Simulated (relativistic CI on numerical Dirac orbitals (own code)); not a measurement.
Method of calculation: Dirac-Coulomb-Breit CI, orbitals from a KLI potential per configuration, a model potential for QED, valence Slater integrals scaled by 0.85, P86 correlation energy added to each configuration (own radial code, finite nucleus).

Configurations in the expansion (outside the closed core [Ar]): 3d10 4s, 3d10 4p, 3d10 4d, 3d10 4f, 3d10 5s, 3d10 5p, 3d9 4s2, 3d10 5d, 3d10 6s, 3d10 6p, 3d10 5f, 3d10 5g, 3d10 6d, 3d10 7s, 3d9 4s 4p, 3d10 7p, 3d10 7d, 3d9 4s 4d. Double excitations out of closed p, d and f shells are left out; levels of such configurations are missing from the list, as are those of other unlisted configurations, and high levels can miss mixing partners.

At this charge configurations can still be misplaced by up to about 7 % of their energy. 5 of the 5 excited levels that our extract of the measured tables holds in this range could be paired (the sources list more); they are missed by 2984 cm⁻¹ on average and 5469 at most, and levels without a partner can miss by more.

Outline of the computed level scheme of Se VI. Lowest level of each configuration: 3d10 4s 2S_1/2 at 0.0000 eV; 3d10 4p 2P°_1/2 at 13.8849 eV; 3d10 4d 2D_3/2 at 34.5931 eV; 3d10 5s 2S_1/2 at 40.6824 eV; 3d10 5p 2P°_1/2 at 45.8696 eV; 3d10 4f 2F°_7/2 at 50.2357 eV; 3d9 4s2 2D_5/2 at 51.6878 eV; 3d10 5d 2D_3/2 at 54.2092 eV; 3d10 6s 2S_1/2 at 56.7391 eV.

Some strong electric-dipole decays among the lowest 15 levels: 3d10 4d 2D_5/2 → 3d10 4p 2P°_3/2 (1.1e+10 s⁻¹); 3d10 4d 2D_3/2 → 3d10 4p 2P°_1/2 (1.0e+10 s⁻¹); 3d10 4f 2F°_7/2 → 3d10 4d 2D_5/2 (9.1e+09 s⁻¹); 3d10 4f 2F°_5/2 → 3d10 4d 2D_3/2 (8.6e+09 s⁻¹); 3d10 5s 2S_1/2 → 3d10 4p 2P°_3/2 (8.0e+09 s⁻¹); 3d10 5s 2S_1/2 → 3d10 4p 2P°_1/2 (3.9e+09 s⁻¹); 3d10 6s 2S_1/2 → 3d10 4p 2P°_3/2 (3.7e+09 s⁻¹); 3d10 4p 2P°_3/2 → 3d10 4s 2S_1/2 (2.8e+09 s⁻¹).

LS names give the leading component of a level, which can be under half, so a name can repeat, a term be missing and a line seem to break the LS rules.
